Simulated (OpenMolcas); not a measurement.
Multiconfigurational calculation on N3+

Input:

```
&GATEWAY
Coord
1

N 0.0 0.0 0.0
Basis=ANO-R2
Group=XYZ
NoMove
AngMom=0.0 0.0 0.0
AMFI
&SEWARD
&RASSCF
FileOrb=start.orb
Symmetry=1
Spin=3
nActEl=2 0 0
Inactive=1 0
Ras2=1 3
CIRoot=3 3 1
SDav=3
CIMx=300
Iter=120 100
PrWF=0.3
OrbListing=Nothing
MaxOrb=0
Atom
>>> COPY $Project.JobIph JOB001
&RASSCF
FileOrb=start.orb
Symmetry=1
Spin=1
nActEl=2 0 0
Inactive=1 0
Ras2=1 3
CIRoot=7 7 1
SDav=7
CIMx=300
Iter=120 100
PrWF=0.3
OrbListing=Nothing
MaxOrb=0
Atom
>>> COPY $Project.JobIph JOB002
&RASSCF
FileOrb=start.orb
Symmetry=2
Spin=3
nActEl=2 0 0
Inactive=1 0
Ras2=1 3
CIRoot=3 3 1
SDav=3
CIMx=300
Iter=120 100
PrWF=0.3
OrbListing=Nothing
MaxOrb=0
Atom
>>> COPY $Project.JobIph JOB003
&RASSCF
FileOrb=start.orb
Symmetry=2
Spin=1
nActEl=2 0 0
Inactive=1 0
Ras2=1 3
CIRoot=3 3 1
SDav=3
CIMx=300
Iter=120 100
PrWF=0.3
OrbListing=Nothing
MaxOrb=0
Atom
>>> COPY $Project.JobIph JOB004
&RASSI
NrOfJobIphs=4 3 7 3 3
1 2 3
1 2 3 4 5 6 7
1 2 3
1 2 3
IphNames
JOB001
JOB002
JOB003
JOB004
EJob
SpinOrbit
DIPRint=1.0
SOCoupling=1000.0
Subsets=2
MEES
Property=10
'ANGMOM' 1 'ANGMOM' 2 'ANGMOM' 3 'MLTPL  1' 1 'MLTPL  1' 2 'MLTPL  1' 3
'AMFI' 1 'AMFI' 2 'AMFI' 3 'MLTPL  2' 6
SOProperty=3
'ANGMOM' 1 'ANGMOM' 2 'ANGMOM' 3
```

Launched by
```bash
OMP_NUM_THREADS=1 MOLCAS_MEM=1689 MOLCAS_PROJECT=a pymolcas a.inp > a.log  # once for each step of the input, in one work folder
```

A driver script runs the steps one by one and writes start.orb anew before each from the orbitals found so far.

Output, cut to the results:

```
--- SEWARD ---
Basis set label: N.ANO-R...4S4P2D1F.

      Electronic valence basis set:
      ------------------
      Associated Effective Charge   7.000000 au
      Associated Actual Charge      7.000000 au
      Nuclear Model: Finite nucleus - Gaussian distribution
        Gaussian exponent, Xi/bohr**(-2):  6.28656E+08

      Shell  nPrim  nBasis  Cartesian Spherical Contaminant
         s      13       4        X
         p       8       4        X
         d       4       2                 X
         f       3       1                 X
                  Relativistic X2C integrals
                  Atomic mean-field integrals
--- RASSCF ---
Wave function specifications:
      -----------------------------

      Number of closed shell electrons           2
      Number of electrons in active shells       2
      Max number of holes in RAS1 space          0
      Max nr of electrons in RAS3 space          0
      Number of inactive orbitals                1
      Number of active orbitals                  4
      Number of secondary orbitals              28
      Spin quantum number                      1.0
      State symmetry                             1
Orbital specifications:
      -----------------------

      Symmetry species                           1   2
                                                ag  au
      Frozen orbitals                            0   0
      Inactive orbitals                          1   0
      Active orbitals                            1   3
      RAS1 orbitals                              0   0
      RAS2 orbitals                              1   3
      RAS3 orbitals                              0   0
      Secondary orbitals                        12  16
      Deleted orbitals                           0   0
      Number of basis functions                 14  19
      Number of CSFs                             3
      Number of root(s) required                 3
      Iter CI   SX   CI       RASSCF       Energy    max ROT     max BLB   max BLB  Level Ln srch  Step   QN
          iter iter root      energy       change     param      element    value   shift minimum  type update
 Nr of preliminary CI iterations:   1
 ###############################################################################
 ###############################################################################
 ###                                                                         ###
 ###                                                                         ###
 ###    WARNING: Problems in orbital optimization.                           ###
 ###                                                                         ###
 ###                                                                         ###
 ###############################################################################
 ###############################################################################
  Warning: In symmetry  1, orbital p=   2 has diagonal density matrix element D(p,p) close to zero. D(p,p)=  0.000000E+00
        1   1    2    0   -50.38207968    0.00E+00  -3.07E-08    1   2 1 -1.52E-07   0.50   0.00    SX    NO
        ...
 ###############################################################################
 ###############################################################################
  Warning: In symmetry  1, orbital p=   2 has diagonal density matrix element D(p,p) close to zero. D(p,p)=  0.000000E+00
        4   1    1    0   -50.38207968    3.55E-14   0.00E+00    1   7 2 -2.18E-08   0.50   0.00    SX    NO
      Convergence after  4 iterations
        5   1    1    0   -50.38207968   -7.82E-14   0.00E+00    1   7 2 -2.18E-08   0.50   0.00    SX    NO
      Natural orbitals and occupation numbers for root  1
      sym 1:   0.000000
      sym 2:   1.000000  -0.000000   1.000000
      Natural orbitals and occupation numbers for root  2
      sym 1:   0.000000
      sym 2:   1.000000   1.000000  -0.000000
      Natural orbitals and occupation numbers for root  3
      sym 1:   0.000000
      sym 2:   0.000000   1.000000   1.000000
::    RASSCF root number  1 Total energy:    -50.38207968
::    RASSCF root number  2 Total energy:    -50.38207968
::    RASSCF root number  3 Total energy:    -50.38207968
--- RASSCF ---
Wave function specifications:
      -----------------------------

      Number of closed shell electrons           2
      Number of electrons in active shells       2
...
--- RASSI ---
SPIN-FREE ENERGIES:
  (Shifted by EMIN (a.u.) =        -51.1927515977)

 SF State       Relative EMIN(au)   Rel lowest level(eV)    D:o, cm**(-1)      L_eff

     4             0.0000000000        0.0000000000              0.0000         0.0
    11             0.3104384016        8.4474592524          68133.3538         1.0
    12             0.3104384016        8.4474592524          68133.3538         1.0
    13             0.3104384016        8.4474592524          68133.3538         1.0
    14             0.6483928872       17.6436692917         142305.7899         1.0
    15             0.6483928872       17.6436692917         142305.7899         1.0
    16             0.6483928872       17.6436692917         142305.7899         1.0
     2             0.8106719195       22.0595067194         177921.9207         1.0
     3             0.8106719195       22.0595067194         177921.9207         1.0
     1             0.8106719195       22.0595067194         177921.9207         1.0
     8             0.9094916971       24.7485298583         199610.3550         2.0
     9             0.9094916971       24.7485298583         199610.3550         2.0
     5             0.9094916971       24.7485298583         199610.3550         2.0
     6             0.9094916971       24.7485298583         199610.3550         2.0
     7             0.9094916971       24.7485298583         199610.3550         2.0
    10             1.1371610734       30.9437291917         249578.0074         0.0
     Dipole printing threshold changed to   1.00000000E+00

++ Dipole transition strengths (spin-free states):
   -----------------------------------------------
     for osc. strength at least  1.00000000E+00

  ( Max oscillator strength is only   0.20929546735988272      )
--
Eigenvalues of complex Hamiltonian:
   -----------------------------------
  (Shifted by EMIN (a.u.) =        -51.1927515977)

...
```

Levels above the lowest, from the spin-orbit matrix, grouped by J:

| Configuration | Term | J | E (cm-1) | Measured (cm-1) | g | Term weight % |
| --- | --- | --- | --- | --- | --- | --- |
| 2s2 | 1S | 0 | 0.0 | 0.0 |  | 100 |
| 2s 2p | 3P* | 0 | 67997 | 67209 |  | 100 |
| 2s 2p | 3P* | 1 | 68065 | 67272 | 1.501 | 100 |
| 2s 2p | 3P* | 2 | 68201 | 67416 | 1.501 | 100 |
| 2s 2p | 1P* | 1 | 142306 | 130694 | 1.000 | 100 |
| 2p2 | 3P | 0 | 177787 | 175535 |  | 100 |
| 2p2 | 3P | 1 | 177855 | 175608 | 1.501 | 100 |
| 2p2 | 3P | 2 | 177989 | 175733 | 1.501 | 100 |
| 2p2 | 1D | 2 | 199611 | 188882 | 1.000 | 100 |
| 2p2 | 1S | 0 | 249578 | 235369 |  | 100 |

Against the 9 measured excited levels shown (Moore, Selected Tables of Atomic Spectra, NSRDS-NBS 3, section 4) the mean absolute deviation is 5100 cm-1; the largest miss in energy is 2p2 1S0: computed 249578, measured 235369 cm-1 (+6.0 %), and the largest in proportion 2s 2p 1P* 1 (+8.9 %).

Measured partners are found by configuration, term and J. A level has none where our copy of the source lacks it or the pairing is in doubt (some pairs that miss far off the trend of their configuration count as doubtful), and it then counts in no deviation. Only configurations of the active space appear.

The term weight is that of the spin-free term in the level, not the purity of its configuration. * marks odd parity.
